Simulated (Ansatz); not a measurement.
Ge2Se, relaxed as a singlet with RKS r2SCAN-D4/def2-TZVP in Ansatz, starting from the GFN1-xTB geometry. Force threshold 0.02 eV/Å.

The restricted singlet is unstable towards broken spin symmetry in Hartree–Fock (as tested in another run); at r2SCAN-D4/def2-TZVP this wasn't settled. An occupied level of the charge 0 singlet lies above an empty one (by up to 0.19 eV), so this SCF solution is probably not the lowest. Another isomer (singlet) lies 1.96 eV lower at PBE0-D4/def2-TZVP; other spin states weren't run for this one.

Start:

Cartesian coordinates in Å:
```
Ge -1.2732 -1.0244 1.1853
Ge 0.4989 -0.3444 0.0334
Se 0.7743 1.3688 -1.2187
```

(1) Estimate the energy that the relaxation releases and the steps that it takes.

(2) Does the start keep its bonding and symmetry?

(3) Predict the relaxed structure.

Answers

(1) 0.21 eV, in 7 steps; 13 s on 4 threads of Arm Neoverse V1 on a shared host. The force fell under the threshold at step 5, but the optimiser went on. No frequencies were taken in this run, so the end may be a saddle point.

(2) By distances, no bond broke or formed. The bond that changes most is Ge1–Ge2, from 2.22 to 2.33 Å (atoms count from 1). Point group Cs at the start, C∞v at the end, both within 0.05 Å.

(3) 
```xyz
3

Ge   -1.1873   -1.3655    1.3791
Ge    0.0289    0.0367   -0.0359
Se    1.1584    1.3287   -1.3432
```
Bond lengths: 1 × Ge–Ge 2.33 Å; 1 × Ge–Se 2.16 Å.
